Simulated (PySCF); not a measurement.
CH3Zn (SMILES [CH3][Zn+]), charge +1, singlet, at a GFN2-xTB geometry (such geometries of metal compounds can be far from the true shape). Base run: PBE/cc-pVDZ in PySCF.

Input for PySCF:
```python
from pyscf import gto, scf, dft

mol = gto.Mole()
mol.atom = '''
    Zn   -0.34914678   -0.20143649   -0.26629558
    C     1.09381840    0.63106679    0.83425947
    H     1.59595133   -0.20267503    1.33375943
    H     0.57940379    1.30261333    1.52792074
    H     1.73613783    1.15675559    0.12163043
'''
mol.basis = 'cc-pvdz'
mol.charge = 1
mol.verbose = 4
mol.build()

mf = dft.RKS(mol)
mf.xc = 'pbe'
mf.kernel()
```

Variants of this job, named by their change:

```json
[
 {"change": "base", "basis functions": "72", "E (Eh)": "-1818.70526", "HOMO (eV)": "-13.99", "HOMO-LUMO gap (eV)": "3.67"},
 {"change": "basis = x2c-TZVPall; relativity = spin-free X2C", "basis functions": "97", "E (Eh)": "-1835.23069", "HOMO (eV)": "-14.18", "HOMO-LUMO gap (eV)": "3.77"},
 {"change": "basis = x2c-TZVPall; relativity = spin-free X2C; nucleus = Gaussian (with mol.nucmod = 'G')", "basis functions": "97", "E (Eh)": "-1835.22299", "HOMO (eV)": "-14.18", "HOMO-LUMO gap (eV)": "3.77"},
 {"change": "basis = cc-pVDZ-DK; relativity = none", "basis functions": "72", "E (Eh)": "-1809.60489", "HOMO (eV)": "-13.90", "HOMO-LUMO gap (eV)": "3.59"},
 {"change": "basis = ANO-RCC-VDZP; relativity = none", "basis functions": "63", "E (Eh)": "-1809.59003", "HOMO (eV)": "-13.77", "HOMO-LUMO gap (eV)": "3.57"},
 {"change": "basis = x2c-TZVPall; relativity = none", "basis functions": "97", "E (Eh)": "-1812.14209", "HOMO (eV)": "-13.90", "HOMO-LUMO gap (eV)": "3.61"},
 {"change": "basis = cc-pVDZ-DK; relativity = spin-free X2C", "basis functions": "72", "E (Eh)": "-1835.23174", "HOMO (eV)": "-14.19", "HOMO-LUMO gap (eV)": "3.77"},
 {"change": "basis = ANO-RCC-VDZP; relativity = spin-free X2C; nucleus = Gaussian (with mol.nucmod = 'G')", "basis functions": "63", "E (Eh)": "-1835.22263", "HOMO (eV)": "-14.00", "HOMO-LUMO gap (eV)": "3.74"},
 {"change": "basis = ANO-RCC-VDZP; relativity = spin-free X2C", "basis functions": "63", "E (Eh)": "-1835.23151", "HOMO (eV)": "-14.00", "HOMO-LUMO gap (eV)": "3.74"},
 {"change": "basis = cc-pVDZ-DK; relativity = spin-free X2C; nucleus = Gaussian (with mol.nucmod = 'G')", "basis functions": "72", "E (Eh)": "-1835.22286", "HOMO (eV)": "-14.19", "HOMO-LUMO gap (eV)": "3.77"}
]
```

Absolute energies of different levels of theory aren't comparable as measures of quality.

Basis sets contracted for a relativistic Hamiltonian are a mismatch without it, so the rows without relativity aren't non-relativistic limits. No row has spin-orbit coupling; sets with core potentials leave out the core electrons.
